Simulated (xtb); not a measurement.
CH$_{5}$AsGa, charge +1, singlet, at a GFN2-xTB geometry (such geometries of metal compounds can be far from the true shape). Base run: GFN0-xTB (xtb).

Geometry (Å):
```xyz
8

Ga    -0.2648     0.6992    -0.5206
C     -0.8354     2.3008    -1.7154
H     -1.7071     2.7976    -1.2768
H     -1.0923     1.9407    -2.7173
H     -0.0115     3.0188    -1.7910
As     0.5175    -1.2201     0.9183
H     -0.3985    -2.0895     0.0842
H     -0.6454    -0.8847     1.8271
```
Charge +1, spin multiplicity 1.
All else is at xtb's defaults.
Base energy -6.88757 Eh.

Variants of this job, named by their change:

```json
[
 {"change": "base", "ΔE vs base (mEh)": "0.000", "HOMO-LUMO gap (eV)": "2.37"},
 {"change": "etemp = 1000", "ΔE vs base (mEh)": "0.000", "HOMO-LUMO gap (eV)": "2.37"},
 {"change": "etemp = 3000", "ΔE vs base (mEh)": "-0.390", "HOMO-LUMO gap (eV)": "2.37"},
 {"change": "etemp = 5000", "ΔE vs base (mEh)": "-4.035", "HOMO-LUMO gap (eV)": "2.37"}
]
```
